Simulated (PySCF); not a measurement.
Si4H10S3

The system: Si4H10S3, a molecule drawn as a unit of a network glass or zeolite (built as: Si Si Si Si, H ends, S bridges); neutral, singlet. The structure, one conformer, was relaxed in the gas phase by PBE0-D3(BJ)/def2-SVP. No frequency run checks that it is a minimum.

SMILES: [SiH3]S[SiH](S[SiH3])S[SiH3]

```xyz
17

Si   -0.248    2.795   -1.479
S     1.052    1.073   -1.600
Si    0.003   -0.180   -0.225
S     1.059   -2.024   -0.018
Si    2.886   -1.227    0.818
S    -1.945   -0.585   -1.004
Si   -2.663   -1.797    0.635
H     0.582    3.973   -1.858
H    -1.400    2.660   -2.415
H    -0.752    2.943   -0.081
H    -0.108    0.497    1.100
H     3.806   -0.762   -0.258
H     3.516   -2.340    1.582
H     2.564   -0.087    1.728
H    -2.249   -3.218    0.470
H    -4.148   -1.692    0.613
H    -2.123   -1.266    1.922
```
Atom numbers follow the order of the file, from 1.

Shieldings: GIAO PBE0/pcSseg-1. Shifts are against computed references at the same level: H TMS (σ 31.27 ppm), Si TMS (σ 352.0 ppm). Core levels by delta-SCF with SCAN, pcX-2 on the ionised atom and pcseg-1 elsewhere, spin-free X2C (2p3/2 is the spin-free 2p value less a third of a first-order spin-orbit splitting); from the vacuum level, for chosen atoms.

(1) Give the shieldings and core levels atom by atom.

(2) Which of Si1, Si3 holds its core electrons tightest, and by how much against the loosest?

(3) By CAM-B3LYP/def2-SVPD (TDDFT singlets, Tamm-Dancoff triplets, ionisation by delta-SCF), where does absorption start, and what does vertical ionisation take?

## Answers

(1) 
```
      atoms  bonded to  σ (ppm)  δ (ppm)  core level (eV)
Si1 Si5 Si7  1 S + 3 H    403.2    -51.3     2p3/2 107.30
   S2 S4 S6       2 Si    738.1        -     2p3/2 168.74
        Si3  3 S + 1 H    319.6     32.4     2p3/2 107.70
  H8 H9 H10       1 Si    26.63     4.63                -
        H11       1 Si    25.42     5.84                -
H12 H13 H14       1 Si    26.63     4.63                -
H15 H16 H17       1 Si    26.64     4.63                -
```

Values are those of this one static structure, with the three H of a rotating XH3 group averaged; atoms that internal rotation interchanges would show their mean in an NMR spectrum.

(2) Si3 (bonded to 3 S + 1 H), by 0.39 eV over Si1 (bonded to 1 S + 3 H).

(3) The lowest singlet lies at 6.26 eV (f 0.003), the strongest of the first 6 at 6.33 eV (f 0.018), the lowest triplet at 5.87 eV; vertical ionisation takes 9.48 eV.

The 3 runs behind this took 5.3 min in all, one thread each of Arm Neoverse V1 on a shared host, launched as `OMP_NUM_THREADS=1 python cluster_run.py task.json out`.
